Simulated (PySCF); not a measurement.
Precursor series W Cl-F. Isolated molecules, 0 K electronic values unless said otherwise. In the def2 sets, heavy atoms carry core potentials. All members: neutral, multiplicity 1. Level: TPSSh-D3(BJ)/def2-TZVP // r2SCAN-D4/def2-SVP (PySCF), beside PBE-D3(BJ)/def2-TZVP // r2SCAN-D4/def2-SVP (PySCF) at the same geometries.  Orbital energies are measured against the vacuum level.

```csv
species,"LUMO, PBE (eV)","LUMO, TPSSh-D3(BJ) (eV)"
[W(Cl)5(F)],-5.81,-5.69
[W(Cl)6],-5.71,-5.59
[W(Cl)2(F)4],-5.62,-5.46
[W(Cl)3(F)3],-5.50,withheld
[W(Cl)(F)5],-5.44,-5.25
[W(F)6],-5.25,-5.04
```

Question: Fit y = a + b·x, y being the LUMO at the first level, to the 5 complete rows by least squares, with x = the PBE value in eV. Give a, b and the rms residual, and predict the withheld value.

Answer: Means of the 5 rows: x̄ = -5.566, ȳ = -5.406 eV. Σ(x − x̄)² = 0.19892 and Σ(x − x̄)(y − ȳ) = 0.23402, so b = 1.176 and a = ȳ − b·x̄ = 1.140 eV. The rms residual is 0.009 eV. At x = -5.5 the line gives -5.33 eV. The run for [W(Cl)3(F)3] gave -5.34 eV, so the line is off by 0.01 eV, within twice the rms residual.

Codes: PySCF.
